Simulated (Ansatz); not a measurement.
`[NH2][GeH]([OH])[SH]` + CH₄ → `[CH3][GeH]([NH2])[OH]` + H₂S  (formal exchange of groups at a Ge–S bond)

Computed with Ansatz on PBE0-D4/def2-TZVP structures; ΔE is electronic, products minus reactants. CCSD(T)/CBS is the MP2 limit (def2-TZVPP, def2-QZVPP) plus CCSD(T) − MP2 in def2-TZVPP, frozen cores. This one scheme is used for every species. DFT in def2-TZVPP. For Ge outer-core shells are correlated without core-valence functions, which leaves a few kJ/mol of doubt a bond. Scalar relativity is left out up to krypton. Each species was taken in one conformer, which may not be the lowest.

(1) Is it downhill or uphill in electronic energy at CCSD(T)/CBS, and by how much? (Estimate.)

(2) What do these levels give: PBE-D4, revPBE-D4, r2SCANh-D4, r2SCAN0-D4, MP2/def2-SVP, SCS-MP2/def2-QZVPP? (Best estimate.)

(3) What do rigid-rotor, harmonic-oscillator terms from PBE0-D4/def2-TZVP frequencies (298.15 K, 1 bar) make of the CCSD(T)/CBS value? (Best estimate.)

Largest T1 diagnostic among the species: 0.011.

## Answers

(1) Ansatz gave: Uphill: ΔE = +62.9 kJ/mol.

(2) The calculation gave: PBE-D4 71.4, revPBE-D4 71.7, r2SCANh-D4 71.4, r2SCAN0-D4 70.6, MP2/def2-SVP 67.2, SCS-MP2/def2-QZVPP 64.4 kJ/mol.

(3) Ansatz gave: ΔZPE = -6.4 kJ/mol, ΔH = +56.0 kJ/mol, ΔS = 8 J/(mol·K), ΔG = +53.6 kJ/mol.

Leaving LDA and LC-ωPBE aside and taking each functional with its dispersion term where it has one, the values, not all of them listed here, spread over 7.2 kJ/mol, from ωB97X-V to B97M-V. LDA lies −4.3 kJ/mol from PBE without D4.
